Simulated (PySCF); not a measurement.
## Peak assignment

Numbering as in the mapped SMILES `[CH3:1][CH2:2][c:3]1[cH:4][cH:5][cH:6][cH:7][cH:8]1`; H(Xn) means a hydrogen on atom n.

- coordinates at the GFN2-xTB level
- NMR shieldings at PBE0/pcSseg-1/GIAO
- run in PySCF
- one conformer, no solvent model, one averaged value for each set of equivalent atoms, no relativistic terms

Chemical shifts δ = σref − σ; TMS for ¹³C and ¹H, all at this level.

Task: Assign these signals to the numbered atoms. ¹³C{¹H} NMR (computed): δ 151.4 (C), 134.2 (CH), 133.3 (CH), 131.0 (CH), 35.3 (CH2), 22.6 (CH3).

Result: 
| δ (ppm) | atoms | environment | reason |
| --- | --- | --- | --- |
| 151.4 | C3 | substituted aromatic carbon | – |
| 134.2 | C5/C7 | aromatic CH | the aromatic region |
| 133.3 | C4/C8 | aromatic CH | – |
| 131.0 | C6 | aromatic CH | – |
| 35.3 | C2 | sp3 CH2 on an aromatic ring | a saturated carbon with 2 carbon neighbours and no heteroatom attached |
| 22.6 | C1 | methyl carbon | a saturated carbon with 1 carbon neighbour and no heteroatom attached |

C5/C7 and C4/C8 lie closer than the usual error of such a calculation, so a measured spectrum could show them in the other order.

Task: Assign these signals to the numbered atoms. ¹H NMR (400 MHz, computed): δ 7.60 (m, 2H), 7.49 (m, 2H), 7.48 (m, 1H), 2.65 (q, 2H), 1.20 (t, 3H).

Result: 
| δ (ppm) | atoms | environment | reason |
| --- | --- | --- | --- |
| 7.60 | H(C5)/H(C7) | hydrogen on an aromatic CH | it sits in the deshielding region of the aromatic ring current |
| 7.49 | H(C4)/H(C8) | hydrogen on an aromatic CH | – |
| 7.48 | H(C6) | hydrogen on an aromatic CH | – |
| 2.65 | H(C2) | hydrogen on an sp3 CH2 on an aromatic ring | benzylic-type position, deshielded by the ring |
| 1.20 | H(C1) | hydrogen on a methyl carbon | – |

H(C5)/H(C7) and H(C4)/H(C8); H(C4)/H(C8) and H(C6) lie closer than the usual error of such a calculation, so a measured spectrum could show them in the other order.

Shifts are as computed. Against solution values, carbons near 30 ppm lie about +3 ppm off and those near 130 ppm about +5 ppm. Of 1211 compounds with measured shifts, 218 miss one by over three times the rms of a fit or turn the order of signals round; such compounds aren't used in these exercises. Multiplicities follow the n + 1 count of equivalent neighbours, as no J values were calculated; m marks all less simple cases, F and P coupling included.
